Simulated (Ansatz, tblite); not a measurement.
Breaking a bond: ClMg (cation, charge +1), lowest triplet found (which spin is the ground state isn't settled by this scan).

- ROCCSD(T) = CCSD(T) on ROHF/cc-pVDZ, frozen core (Ansatz, a first-principles code)
- UCCSD(T) = CCSD(T) on UHF/cc-pVDZ, frozen core in Ansatz
- GFN2-xTB, 300 K electronic temperature (tblite)

Total energies in hartree (comparable only within one method and basis):

| R / Å | ROCCSD(T) | UCCSD(T) | GFN2-xTB |
|---|---|---|---|
| 1.76 | -658.81303 | -658.81308 | -4.47171 |
| 1.89 | -658.88148 | -658.88154 | -4.51755 |
| 2.02 | -658.92341 | -658.92346 | -4.53926 |
| 2.12 | -658.94397 | -658.94403 | -4.54802 |
| 2.21 | -658.95658 | -658.95663 | -4.55271 |
| 2.31 | -658.96594 | -658.96600 | -4.55573 |
| 2.38 | -658.97038 | -658.97044 | -4.55691 |
| 2.45 | -658.97351 | -658.97357 | -4.55750 |
| 2.51 | -658.97538 | -658.97544 | -4.55762 |
| 2.63 | -658.97747 | -658.97753 | -4.55698 |
| 2.74 | -658.97805 | -658.97812 | -4.55556 |
| 2.88 | -658.97769 | -658.97775 | -4.55292 |
| 3.04 | -658.97648 | -658.97654 | -4.54908 |
| 3.27 | -658.97425 | -658.97432 | -4.54260 |
| 3.57 | -658.97156 | -658.97163 | -4.53369 |
| 3.91 | -658.96929 | -658.96936 | -4.52416 |
| 4.30 | -658.96757 | -658.96764 | -4.51515 |
| 4.78 | -658.96624 | -658.96632 | -4.50755 |
| 5.31 | -658.96534 | -658.96541 | — |
| 6.08 | -658.96459 | -658.96466 | — |
| 7.04 | -658.96416 | -658.96423 | — |
| 8.34 | -658.96395 | -658.96402 | — |

A dash means that the run gave no value there, or that the column was ended at a point which the program doubted or which failed a test of continuity chosen for this set; such a test can also cut sound points.
